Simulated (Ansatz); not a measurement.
## A correction line for B3LYP-D4/def2-TZVPP: vertical ionisation energy

The vertical ionisation energy (cation less neutral) in eV of 6 S-containing molecules: x at B3LYP-D4/def2-TZVPP, y at CCSD(T)/def2-TZVPP. Shapes, held fixed at every level: PBE0-D4/def2-TZVP. Flexible molecules stand in one conformer, not always the lowest. Programs: Ansatz 0.2.0.

| molecule | x (eV) | y (eV) |
| --- | --- | --- |
| C5H10S (thiane) | 8.35 | 8.37 |
| C3H6S3 (1,3,5-trithiane) | 8.43 | ? |
| C5H8OS (dihydro-2H-thiopyran-3(4H)-one) | 8.50 | 8.70 |
| C4H10OS (diethyl sulfoxide) | 8.65 | 8.68 |
| C5H10S (cyclopentanethiol) | 8.87 | 8.91 |
| C4H6O2S (3-sulfolene) | 10.21 | 10.51 |

Task: Fit y = c + s·x to the known rows and predict y for C3H6S3.

Result: 
1. Means of the 5 rows: x = 8.9160, y = 9.034.
2. Σ(Δx)² = 2.2407, Σ(Δx·Δy) = 2.5246, so the slope is 2.5246/2.2407 = 1.1267.
3. Intercept: 9.034 − (1.1267) × 8.9160 = -1.012. The largest residual of the fit is 0.13.
4. C3H6S3: -1.012 + 1.1267 × 8.43 = 8.49 eV.

CCSD(T)/def2-TZVPP gives 8.63 eV, so the prediction is off by -0.14 eV, about the largest residual. Uncorrected, B3LYP-D4/def2-TZVPP misses it by -0.20 eV, and the other rows by 0.12 on average. The line removes about 30 % of this miss. C4H6O2S lies far out in x and weighs most in the slope. Left out in turn, the other rows are missed by 0.15 eV on average, worse than no correction. Cations run unrestricted.
